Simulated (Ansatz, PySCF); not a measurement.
Lewis adduct: BH3 (SMILES B) (first 4 atoms) with C2H6S (SMILES CSC); geometry from B3LYP-D3(BJ)/def2-TZVP, rigid monomers moved along the line of their centres of mass till B1···S6 is 2.24 Å.
(charge 0, multiplicity 1):
```xyz
13

B     -0.3293     0.6027     0.7595
H      0.0017    -0.2209    -0.0559
H     -1.4951     0.9039     0.7056
H      0.4334     1.5290     0.8904
C      1.6237    -0.7460     2.9177
S     -0.1492    -0.4802     2.7128
C     -0.4255     0.7939     3.9603
H      1.8270    -1.1607     3.9034
H      1.9251    -1.4545     2.1492
H      2.1495     0.1959     2.7704
H     -0.2370     0.3902     4.9535
H     -1.4674     1.0950     3.8751
H      0.2179     1.6476     3.7533
```

Monomers are frozen at their geometry in the pair; levels with a basis set take the counterpoise correction. Rows marked so take none.

Correlated levels freeze the cores. Rows in 3-21G carry no dispersion term and start afresh at each structure.

Run with Ansatz (Gaussian orbitals); PySCF for 3-21G rows, the dispersion terms. Values without a source in brackets are computed.

Problem. Give the interaction energy at the level B3LYP/3-21G (no counterpoise).

Solution. -30.4 kcal/mol

Problem. Give the interaction energy at the level CCSD(T)/aug-cc-pV(D+d)Z.

Solution. -28.9 kcal/mol

Problem. What interaction energy does PBE-D4/def2-TZVPPD give?

Solution. -37.1 kcal/mol

Ansatz is a quantum-chemistry and plane-wave program.
